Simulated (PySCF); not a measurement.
r2SCAN on Cl- (chlorine, charge -1), [Ar], closed-shell 1S. Calculation: PySCF 2.14, in dyall-av2z (13s9p2d, 50 functions); the non-relativistic Hamiltonian (point nucleus).

```
cycle= 1 E= -460.250223223873  delta_E= -0.00544  |g|= 0.0118  |ddm|= 0.0746
cycle= 2 E= -460.250191235704  delta_E= 3.2e-05  |g|= 0.0126  |ddm|= 0.0213
cycle= 3 E= -460.25026510976  delta_E= -7.39e-05  |g|= 0.00204  |ddm|= 0.0128
cycle= 4 E= -460.250266700504  delta_E= -1.59e-06  |g|= 0.000189  |ddm|= 0.00145
cycle= 5 E= -460.250266722873  delta_E= -2.24e-08  |g|= 6.9e-06  |ddm|= 0.000209
cycle= 6 E= -460.250266722897  delta_E= -2.32e-11  |g|= 4.49e-07  |ddm|= 7.28e-06
converged SCF energy = -460.250266722897  <S^2> = -7.1054274e-15  2S+1 = 1
```

Highest occupied orbital energy: 0.010 eV; ⟨L²⟩ = 0.00; populations by l: s 6.00, p 12.00, d 0.00.

Question: Can this result be used?

Answer: With care. The calculation finished and met its thresholds. At r2SCAN the highest occupied level has a positive energy, so only the finite basis holds that electron; in a semilocal or global hybrid functional this comes from self-interaction and does not mean that the real anion is unbound.
